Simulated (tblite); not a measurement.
Compound: C₆H₁₁FO₂Si.
Z-matrix (Å and degrees, GFN2-xTB geometry), rows numbered from 1:
```
C 
C   1  1.3183
O   2  1.3517  1  125.94
Si  3  1.6207  2  133.25  1     0.21
F   4  1.6294  3  108.70  2   -54.58
C   4  1.8949  3  118.89  2    67.14
C   6  1.5359  4  108.39  3   154.74
O   7  1.4070  6  113.82  4   -51.89
C   8  1.4081  7  114.86  6    74.87
C   9  1.5316  8  113.72  7   -75.73
H   1  1.0731  2  120.87  3   179.66
H   1  1.0748  2  121.21  3     0.33
H   2  1.0826  1  122.88  3  -179.84
H   6  1.0902  4  110.84  3    35.74
H   6  1.0902  4  113.32  3   -84.98
H   7  1.1003  6  109.21  4    70.93
H   7  1.0934  6  110.34  4  -169.69
H   9  1.0936  8  105.04  7   163.42
H   9  1.1004  8  109.59  7    46.97
H  10  1.0888  4  112.77  3    76.74
H  10  1.0889  4  110.82  3   -43.73
```

Method: GFN2-xTB as coded in tblite; computed harmonic values from a numerical Hessian at the method's own geometry, unscaled. Errors from tens to a few hundred cm⁻¹ against measured bands are possible. One conformer, not necessarily the lowest.

Harmonic wavenumbers (cm⁻¹): 37.2, 60.6, 86.1, 108.1, 143.3, 176.3, 198.8, 230.8, 254.4, 322.6, 392.9, 413.7, 521.0, 541.3, 634.5, 668.7, 707.4, 769.0, 793.7, 807.2, 825.3, 841.0, 895.0, 953.3, 989.2, 992.8, 996.7, 1008.8, 1055.0, 1102.8, 1146.4, 1155.5, 1189.4, 1201.7, 1253.8, 1286.3, 1291.8, 1310.5, 1343.3, 1353.0, 1379.3, 1452.5, 1456.0, 1469.4, 1476.1, 1704.0, 2866.0, 2866.4, 2956.5, 2957.5, 2985.7, 2996.2, 3001.6, 3010.2, 3047.5, 3129.8, 3170.3.

A = 2276, B = 738.0, C = 684.2 MHz; mass 162.051 u (most abundant isotopes); point group C1, symmetry number 1.

Task: What is the zero-point energy?

Result: Half the sum of the wavenumbers: 35992 cm⁻¹ = 102.91 kcal/mol.

Task: What is S at 298.15 K and 1 bar for an ideal gas of classical rigid rotors and harmonic oscillators?

Result: Translation 41.18, rotation 30.02, vibration 35.35: S = 106.5 cal/(mol K).

Task: And Cp and H(298.15 K) − H(0)?

Result: Cp = 43.08 cal/(mol K), of which vibrations give 35.13 (their classical limit is 57 R = 113.3); H(298.15 K) − H(0) = 7.78 kcal/mol without the zero-point energy, 5.41 from vibrations.

Task: What must be added to the electronic energy to get the Gibbs energy at 298.15 K and 1 bar?

Result: ZPE + [H(298.15 K) − H(0)] − T·S = 102.91 + 7.78 − 31.77 = 78.92 kcal/mol.

Task: Which modes carry the vibrational entropy at 298.15 K?

Result: 37.2 cm⁻¹: 5.40; 60.6 cm⁻¹: 4.44; 86.1 cm⁻¹: 3.75; 108.1 cm⁻¹: 3.30; 143.3 cm⁻¹: 2.76; 176.3 cm⁻¹: 2.37 cal/(mol K); the other 51 give 13.33 together.

Task: Blend soft modes into free rotors: weight 1/[1 + (100 cm⁻¹/ν̃)⁴] for the oscillator and the rest for a rotor with moment μB/(μ + B), μ = h/(8π²ν), B = 10⁻⁴⁴ kg m². What vibrational entropy results?

Result: 32.12 cal/(mol K) in place of 35.35, which changes −T·S at 298.15 K by +0.96 kcal/mol.

Task: How do the functions run with temperature in this model?

Result: 
```tsv
T (K)	S (cal/(mol K))	Cp (cal/(mol K))	H − H(0) (kcal/mol)	G − H(0) (kcal/mol)	ln q(vib)
50	61.4	14.8	0.54	-2.53	0.77
100	73.8	21.4	1.45	-5.93	2.36
373.15	117.2	51.7	11.33	-32.38	10.95
500	134.1	64.3	18.72	-48.33	14.75
750	163.7	81.4	37.10	-85.66	21.96
1000	188.7	92.3	58.91	-129.80	28.65
```

q(vib) and H(0) count from the zero-point level.

Hindered rotation and anharmonicity are outside this model. Other conformers, if any are populated, would add a mixing term that is left out. The structure is chiral; the term R ln 2 for an equal mix with its mirror image is left out.

The run took 1.8 s of wall time on an Arm Neoverse N1 with one thread, no GPU, shared host with 64 logical CPUs at a one-minute load of 58. The figure is for the frequency step alone.
